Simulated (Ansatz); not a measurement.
Ansatz (an electronic-structure program) input file for GeH7NOSi, SMILES N[SiH2][O][GeH3], PBE0-D3(BJ)/def2-SVP. 

Ansatz 0.2 input:
```yaml
crystal:
  periodic: [false, false, false]
  atoms:
    - {symbol: Si, position_ang: [-1.36837611, -0.22760125, -1.06720339]}
    - {symbol: N, position_ang: [-2.93532873, -0.43576577, -0.39433476]}
    - {symbol: O, position_ang: [-0.22928087, -0.02095802, 0.09119438]}
    - {symbol: Ge, position_ang: [1.40879811, 0.21798333, 0.57293523]}
    - {symbol: H, position_ang: [-1.41403595, 0.98807448, -1.87395049]}
    - {symbol: H, position_ang: [-1.05603692, -1.45453821, -1.79391026]}
    - {symbol: H, position_ang: [-3.13790090, -1.28155943, 0.11396053]}
    - {symbol: H, position_ang: [-3.37393079, 0.34459513, 0.06755320]}
    - {symbol: H, position_ang: [1.87661687, 1.52627437, 0.00551359]}
    - {symbol: H, position_ang: [2.22361338, -0.92885020, 0.04990156]}
    - {symbol: H, position_ang: [1.33894871, 0.23497929, 2.06864005]}
basis:
  gaussian:
    orbitals: def2-SVP
hamiltonian:
  xc: pbe0
  dispersion: d3bj
relax: {f_tol: 0.002, max_steps: 200}
```

Output:

```
WARN ansatz: RAYON_NUM_THREADS=1 ignored (pool sized by the plan → 1); use --threads N
Functional definition: PBE0
integrals: 0.07 GiB planned
1194 factors; integrals over basis functions are off by at most 3.6e-4 eV
mean field: 0.57 GiB planned
mean field evaluation 1: about -68013.9924 eV, gradient 6.7e1 eV
mean field evaluation 2: about -68000.8494 eV, gradient 1.0e2 eV
mean field evaluation 4: about -68021.9112 eV, gradient 6.3e0 eV
mean field evaluation 8: about -68021.9997 eV, gradient 1.6e-1 eV
mean field evaluation 16: about -68021.9998 eV, gradient 4.1e-5 eV
mean field -68021.99977515 eV, -2499.7623847693 hartree, gradient 4.1e-5 eV, S^2 0.000000; 0 other end points of the search recorded, 0 dependent functions left out
the calculation of the forces begins
reference -68021.99980730 eV, -2499.7623859507 hartree; 34, 34 occupied and 79, 79 virtual orbitals, 1194 factors
relax step   1: F+E_penalty+E_count = -68022.18648044 eV  Δ(F+E_penalty+E_count) = +0.000e0 eV  max|allowed force component| = 7.724e-1 eV/Å  Δτ_max = 0.0000 Å  (25 SCF iters, accepted)
these checks for a lower state are left out or cut short: starts, cluster_reference, orbital_swaps, neighbouring_geometries, increment
integrals: 0.07 GiB planned
1194 factors; integrals over basis functions are off by at most 3.6e-4 eV
mean field: 0.57 GiB planned
mean field -68022.12070141 eV, -2499.7668287274 hartree, gradient 8.0e-5 eV, S^2 0.000000; 0 other end points of the search recorded, 0 dependent functions left out
the calculation of the forces begins
reference -68022.12073391 eV, -2499.7668299217 hartree; 34, 34 occupied and 79, 79 virtual orbitals, 1194 factors
relax step   2: F+E_penalty+E_count = -68022.30467510 eV  Δ(F+E_penalty+E_count) = -1.182e-1 eV  max|allowed force component| = 3.754e-1 eV/Å  Δτ_max = 0.1085 Å  (24 SCF iters, accepted)
these checks for a lower state are left out or cut short: starts, cluster_reference, orbital_swaps, neighbouring_geometries, increment
integrals: 0.07 GiB planned
1194 factors; integrals over basis functions are off by at most 3.7e-4 eV
mean field: 0.56 GiB planned
mean field -68022.13052688 eV, -2499.7671898068 hartree, gradient 8.8e-5 eV, S^2 0.000000; 0 other end points of the search recorded, 0 dependent functions left out
the calculation of the forces begins
reference -68022.13055942 eV, -2499.7671910026 hartree; 34, 34 occupied and 79, 79 virtual orbitals, 1194 factors
relax step   3: F+E_penalty+E_count = -68022.31388881 eV  Δ(F+E_penalty+E_count) = -9.214e-3 eV  max|allowed force component| = 1.295e-1 eV/Å  Δτ_max = 0.0284 Å  (25 SCF iters, accepted)
these checks for a lower state are left out or cut short: starts, cluster_reference, orbital_swaps, neighbouring_geometries, increment
integrals: 0.07 GiB planned
1194 factors; integrals over basis functions are off by at most 3.7e-4 eV
mean field: 0.56 GiB planned
mean field evaluation 32: about -68022.1400 eV, gradient 1.6e-5 eV
mean field -68022.14001037 eV, -2499.7675383185 hartree, gradient 1.6e-5 eV, S^2 0.000000; 0 other end points of the search recorded, 0 dependent functions left out
the calculation of the forces begins
reference -68022.14004265 eV, -2499.7675395050 hartree; 34, 34 occupied and 79, 79 virtual orbitals, 1194 factors
relax step   4: F+E_penalty+E_count = -68022.32442268 eV  Δ(F+E_penalty+E_count) = -1.053e-2 eV  max|allowed force component| = 1.359e-1 eV/Å  Δτ_max = 0.1006 Å  (27 SCF iters, accepted)
these checks for a lower state are left out or cut short: starts, cluster_reference, orbital_swaps, neighbouring_geometries, increment
integrals: 0.07 GiB planned
1194 factors; integrals over basis functions are off by at most 3.8e-4 eV
mean field: 0.56 GiB planned
mean field -68022.13689185 eV, -2499.7674237151 hartree, gradient 4.1e-6 eV, S^2 0.000000; 0 other end points of the search recorded, 0 dependent functions left out
the calculation of the forces begins
reference -68022.13692408 eV, -2499.7674248995 hartree; 34, 34 occupied and 79, 79 virtual orbitals, 1194 factors
relax step   5: F+E_penalty+E_count = -68022.32311529 eV  Δ(F+E_penalty+E_count) = +1.307e-3 eV  max|allowed force component| = 3.964e-1 eV/Å  Δτ_max = 0.1720 Å  (29 SCF iters, rejected (line search))
these checks for a lower state are left out or cut short: starts, cluster_reference, orbital_swaps, neighbouring_geometries, increment
integrals: 0.07 GiB planned
1194 factors; integrals over basis functions are off by at most 3.7e-4 eV
mean field: 0.56 GiB planned
mean field -68022.14070589 eV, -2499.7675638787 hartree, gradient 1.1e-5 eV, S^2 0.000000; 0 other end points of the search recorded, 0 dependent functions left out
the calculation of the forces begins
reference -68022.14073828 eV, -2499.7675650686 hartree; 34, 34 occupied and 79, 79 virtual orbitals, 1194 factors
relax step   6: F+E_penalty+E_count = -68022.32648705 eV  Δ(F+E_penalty+E_count) = -2.064e-3 eV  max|allowed force component| = 3.490e-1 eV/Å  Δτ_max = 0.0860 Å  (27 SCF iters, accepted)
these checks for a lower state are left out or cut short: starts, cluster_reference, orbital_swaps, neighbouring_geometries, increment
integrals: 0.07 GiB planned
1194 factors; integrals over basis functions are off by at most 3.8e-4 eV
mean field: 0.57 GiB planned
mean field -68022.14562660 eV, -2499.7677447114 hartree, gradient 7.7e-5 eV, S^2 0.000000; 0 other end points of the search recorded, 0 dependent functions left out
the calculation of the forces begins
reference -68022.14565887 eV, -2499.7677458972 hartree; 34, 34 occupied and 79, 79 virtual orbitals, 1194 factors
relax step   7: F+E_penalty+E_count = -68022.33197939 eV  Δ(F+E_penalty+E_count) = -5.492e-3 eV  max|allowed force component| = 9.347e-3 eV/Å  Δτ_max = 0.0363 Å  (25 SCF iters, accepted)
these checks for a lower state are left out or cut short: starts, cluster_reference, orbital_swaps, neighbouring_geometries, increment
integrals: 0.07 GiB planned
1194 factors; integrals over basis functions are off by at most 3.8e-4 eV
mean field: 0.57 GiB planned
mean field -68022.14554686 eV, -2499.7677417809 hartree, gradient 2.6e-5 eV, S^2 0.000000; 0 other end points of the search recorded, 0 dependent functions left out
the calculation of the forces begins
reference -68022.14557912 eV, -2499.7677429665 hartree; 34, 34 occupied and 79, 79 virtual orbitals, 1194 factors
relax step   8: F+E_penalty+E_count = -68022.33208761 eV  Δ(F+E_penalty+E_count) = -1.082e-4 eV  max|allowed force component| = 5.104e-3 eV/Å  Δτ_max = 0.0102 Å  (23 SCF iters, accepted)
these checks for a lower state are left out or cut short: starts, cluster_reference, orbital_swaps, neighbouring_geometries, increment
integrals: 0.07 GiB planned
1194 factors; integrals over basis functions are off by at most 3.8e-4 eV
mean field: 0.56 GiB planned
mean field evaluation 64: about -68022.1454 eV, gradient 1.8e-5 eV
mean field -68022.14536129 eV, -2499.7677349613 hartree, gradient 1.8e-5 eV, S^2 0.000000; 0 other end points of the search recorded, 0 dependent functions left out
the calculation of the forces begins
reference -68022.14539355 eV, -2499.7677361466 hartree; 34, 34 occupied and 79, 79 virtual orbitals, 1194 factors
relax step   9: F+E_penalty+E_count = -68022.33206695 eV  Δ(F+E_penalty+E_count) = +2.065e-5 eV  max|allowed force component| = 1.130e-2 eV/Å  Δτ_max = 0.0087 Å  (23 SCF iters, rejected (line search))
these checks for a lower state are left out or cut short: starts, cluster_reference, orbital_swaps, neighbouring_geometries, increment
integrals: 0.07 GiB planned
1194 factors; integrals over basis functions are off by at most 3.8e-4 eV
mean field: 0.56 GiB planned
mean field -68022.14549877 eV, -2499.7677400136 hartree, gradient 1.2e-5 eV, S^2 0.000000; 0 other end points of the search recorded, 0 dependent functions left out
the calculation of the forces begins
reference -68022.14553103 eV, -2499.7677411991 hartree; 34, 34 occupied and 79, 79 virtual orbitals, 1194 factors
relax step  10: F+E_penalty+E_count = -68022.33210019 eV  Δ(F+E_penalty+E_count) = -1.258e-5 eV  max|allowed force component| = 2.507e-3 eV/Å  Δτ_max = 0.0035 Å  (23 SCF iters, accepted)
these checks for a lower state are left out or cut short: starts, cluster_reference, orbital_swaps, neighbouring_geometries, increment
integrals: 0.07 GiB planned
1194 factors; integrals over basis functions are off by at most 3.8e-4 eV
mean field: 0.56 GiB planned
mean field -68022.14546418 eV, -2499.7677387425 hartree, gradient 4.3e-5 eV, S^2 0.000000; 0 other end points of the search recorded, 0 dependent functions left out
the calculation of the forces begins
reference -68022.14549644 eV, -2499.7677399279 hartree; 34, 34 occupied and 79, 79 virtual orbitals, 1194 factors
relax step  11: F+E_penalty+E_count = -68022.33210208 eV  Δ(F+E_penalty+E_count) = -1.898e-6 eV  max|allowed force component| = 2.123e-3 eV/Å  Δτ_max = 0.0020 Å  (20 SCF iters, accepted)
these checks for a lower state are left out or cut short: starts, cluster_reference, orbital_swaps, neighbouring_geometries, increment
integrals: 0.07 GiB planned
1194 factors; integrals over basis functions are off by at most 3.8e-4 eV
mean field: 0.57 GiB planned
mean field -68022.14542914 eV, -2499.7677374546 hartree, gradient 5.1e-5 eV, S^2 0.000000; 0 other end points of the search recorded, 0 dependent functions left out
the calculation of the forces begins
reference -68022.14546139 eV, -2499.7677386399 hartree; 34, 34 occupied and 79, 79 virtual orbitals, 1194 factors
relax step  12: F+E_penalty+E_count = -68022.33206084 eV  Δ(F+E_penalty+E_count) = +4.125e-5 eV  max|allowed force component| = 2.877e-2 eV/Å  Δτ_max = 0.0017 Å  (20 SCF iters, rejected (line search))
these checks for a lower state are left out or cut short: starts, cluster_reference, orbital_swaps, neighbouring_geometries, increment
integrals: 0.07 GiB planned
1194 factors; integrals over basis functions are off by at most 3.8e-4 eV
mean field: 0.56 GiB planned
mean field -68022.14546842 eV, -2499.7677388981 hartree, gradient 8.9e-6 eV, S^2 0.000000; 0 other end points of the search recorded, 0 dependent functions left out
the calculation of the forces begins
reference -68022.14550067 eV, -2499.7677400835 hartree; 34, 34 occupied and 79, 79 virtual orbitals, 1194 factors
relax step  13: F+E_penalty+E_count = -68022.33210258 eV  Δ(F+E_penalty+E_count) = -5.004e-7 eV  max|allowed force component| = 2.629e-4 eV/Å  Δτ_max = 0.0008 Å  (19 SCF iters, accepted)
integrals: 0.07 GiB planned
1194 factors; integrals over basis functions are off by at most 3.8e-4 eV
mean field: 0.56 GiB planned
mean field evaluation 96: about -68022.1455 eV, gradient 1.1e-3 eV
mean field -68022.14546842 eV, -2499.7677388981 hartree, gradient 8.9e-6 eV, S^2 0.000000; 1 other end points of the search recorded, 0 dependent functions left out
the calculation of the forces begins
reference -68022.14550067 eV, -2499.7677400835 hartree; 34, 34 occupied and 79, 79 virtual orbitals, 1194 factors
Total energy: -68022.33213484 eV, -2499.7745987627 hartree
Atom 0 at    -1.363479    -0.220821    -0.934987 Å, force     0.000109     0.000088    -0.000135 eV/Å
Atom 1 at    -2.998911    -0.449085    -0.465257 Å, force     0.000014     0.000013     0.000059 eV/Å
Atom 2 at    -0.323401    -0.026575     0.348739 Å, force     0.000199    -0.000019     0.000117 eV/Å
Atom 3 at     1.419755     0.218573     0.570700 Å, force    -0.000263    -0.000050    -0.000060 eV/Å
Atom 4 at    -1.311088     1.007311    -1.784029 Å, force    -0.000019    -0.000013     0.000071 eV/Å
Atom 5 at    -0.947782    -1.429663    -1.708398 Å, force    -0.000036     0.000031    -0.000043 eV/Å
Atom 6 at    -3.278208    -1.319553    -0.026516 Å, force    -0.000014     0.000002    -0.000030 eV/Å
Atom 7 at    -3.523623     0.328959    -0.081158 Å, force    -0.000004    -0.000063     0.000025 eV/Å
Atom 8 at     1.832242     1.538148    -0.110309 Å, force     0.000026    -0.000049    -0.000053 eV/Å
Atom 9 at     2.177940    -0.968096    -0.055757 Å, force     0.000010    -0.000023     0.000055 eV/Å
Atom 10 at     1.649642     0.283436     2.087271 Å, force    -0.000023     0.000084    -0.000006 eV/Å
Dipole moment:     0.006134     0.003792     0.187372 e Å
```

The calculation finished and met its thresholds.

Cost: around 80 core-seconds (rough).
